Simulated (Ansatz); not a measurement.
Program: Ansatz. Geometries: PBE0-D4/def2-TZVP. ΔE: electronic, gas phase. CBS: MP2 limit from def2 TZ/QZ plus the TZ coupled-cluster correction, frozen cores. This one scheme is used for every species. Functionals use def2-TZVPP. B3LYP here is the variant with VWN-RPA as its local correlation; programs differ in this. One conformer a species, not always the lowest.

Reaction (redistribution): `F[SiH](F)[SiH3]` + `CC[SiH2][SiH2]F` → `CC[SiH](F)[SiH3]` + `F[SiH2][SiH2]F`

`F[SiH](F)[SiH3]`:

Cartesian coordinates in Å:
```
F -1.053 1.123 -1.627
Si -0.566 0.985 -0.116
F -1.875 0.936 0.792
Si 0.638 -1.007 0.139
H 0.162 2.229 0.227
H 1.841 -0.962 -0.732
H 1.064 -1.139 1.557
H -0.212 -2.166 -0.239
```

`CC[SiH2][SiH2]F`:

```xyz
14

C    -1.402    1.104   -1.491
C    -0.742   -0.070   -0.773
Si    0.493    0.458    0.545
Si    1.493   -1.380    1.601
F     2.217   -2.305    0.500
H    -0.661    1.732   -1.992
H    -2.110    0.760   -2.250
H    -1.951    1.741   -0.793
H    -1.498   -0.703   -0.297
H    -0.218   -0.712   -1.488
H    -0.186    1.259    1.606
H     1.554    1.316   -0.055
H     0.487   -2.229    2.295
H     2.525   -0.970    2.591
```

`CC[SiH](F)[SiH3]`:

Z-matrix (Å, degrees):
```
C
C 1 1.527
H 1 1.092 2 111.3
H 1 1.093 2 111.4 3 -120.1
H 1 1.093 2 111.3 3 119.8
Si 2 1.866 1 113.7 3 -60.0
H 2 1.096 1 110.6 3 62.3
H 2 1.097 1 110.7 3 179.4
Si 6 2.346 2 112.6 1 178.9
F 6 1.612 2 108.7 1 58.6
H 6 1.491 2 109.8 1 -57.5
H 9 1.488 6 110.7 2 -58.1
H 9 1.487 6 111.3 2 -179.3
H 9 1.490 6 109.0 2 61.0
```

`F[SiH2][SiH2]F`:

Z-matrix (Å, degrees):
```
Si
Si 1 2.355
F 1 1.607 2 107.7
H 1 1.485 2 111.7 3 118.6
H 1 1.485 2 111.8 3 -118.6
F 2 1.607 1 107.7 3 -179.9
H 2 1.485 1 111.7 3 -61.3
H 2 1.485 1 111.7 3 61.4
```

```json
{"level": "PBE-D4", "ΔE (kJ/mol)": "23.1", "difference from CCSD(T)/CBS": "0.6"}
{"level": "PBE0-D4", "ΔE (kJ/mol)": "22.8", "difference from CCSD(T)/CBS": "0.3"}
{"level": "B3LYP-D4", "ΔE (kJ/mol)": "20.9", "difference from CCSD(T)/CBS": "-1.6"}
{"level": "ωB97X-V", "ΔE (kJ/mol)": "21.0", "difference from CCSD(T)/CBS": "-1.5"}
{"level": "ωB97M-V", "ΔE (kJ/mol)": "22.3", "difference from CCSD(T)/CBS": "-0.2"}
{"level": "PBE", "ΔE (kJ/mol)": "23.1", "difference from CCSD(T)/CBS": "0.6"}
{"level": "PBE0", "ΔE (kJ/mol)": "22.9", "difference from CCSD(T)/CBS": "0.4"}
{"level": "HF/def2-TZVPP", "ΔE (kJ/mol)": "19.0", "difference from CCSD(T)/CBS": "-3.5"}
{"level": "MP2/def2-TZVPP", "ΔE (kJ/mol)": "23.6", "difference from CCSD(T)/CBS": "1.1"}
{"level": "SCS-MP2/def2-TZVPP", "ΔE (kJ/mol)": "22.0", "difference from CCSD(T)/CBS": "-0.5"}
{"level": "CCSD/def2-TZVPP", "ΔE (kJ/mol)": "22.8", "difference from CCSD(T)/CBS": "0.3"}
{"level": "HF/def2-QZVPP", "ΔE (kJ/mol)": "19.2", "difference from CCSD(T)/CBS": "-3.3"}
{"level": "MP2/def2-QZVPP", "ΔE (kJ/mol)": "23.0", "difference from CCSD(T)/CBS": "0.5"}
{"level": "SCS-MP2/def2-QZVPP", "ΔE (kJ/mol)": "21.5", "difference from CCSD(T)/CBS": "-1.0"}
{"level": "HF/CBS(def2)", "ΔE (kJ/mol)": "19.2", "difference from CCSD(T)/CBS": "-3.3"}
{"level": "CCSD/CBS(def2)", "ΔE (kJ/mol)": "21.7", "difference from CCSD(T)/CBS": "-0.8"}
{"level": "CCSD(T)/CBS", "ΔE (kJ/mol)": "22.5", "difference from CCSD(T)/CBS": "0"}
```

Largest T1 diagnostic among the species: 0.013.

In def2-TZVPP, CCSD(T) changes the Hartree–Fock value by +4.6 kJ/mol (the triples alone add +0.8 kJ/mol) and MP2 by +4.6 kJ/mol.
